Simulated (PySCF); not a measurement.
B3LYP has the VWN-RPA correlation part, as in Gaussian. Excitations are Tamm–Dancoff values on a coarser integration grid. The basis has no diffuse functions, so Rydberg states are missing or too high.

Cartesian coordinates (Å):
SMILES: OB([SiH3])[SiH3]
```xyz
11

O     -0.0988     1.8886    -0.4528
B     -0.0699     0.5691    -0.1349
Si     1.6984    -0.4050     0.1559
Si    -1.8578    -0.3856     0.0309
H      0.7666     2.3096    -0.5295
H      1.8370    -1.5485    -0.7815
H      2.8552     0.5117    -0.0568
H      1.7842    -0.9408     1.5384
H     -1.9469    -1.0530     1.3566
H     -1.9375    -1.4565    -0.9981
H     -3.0305     0.5103    -0.1283
```
Charge 0, multiplicity 1.

Problem. What is the computed S1–T1 gap (TDA), LUMO and HOMO–LUMO gap (PySCF with B3LYP-D3(BJ)/def2-TZVP)?

Solution. 
- S1–T1 gap (TDA) = 0.70 eV
- LUMO = -1.78 eV
- HOMO–LUMO gap = 5.33 eV
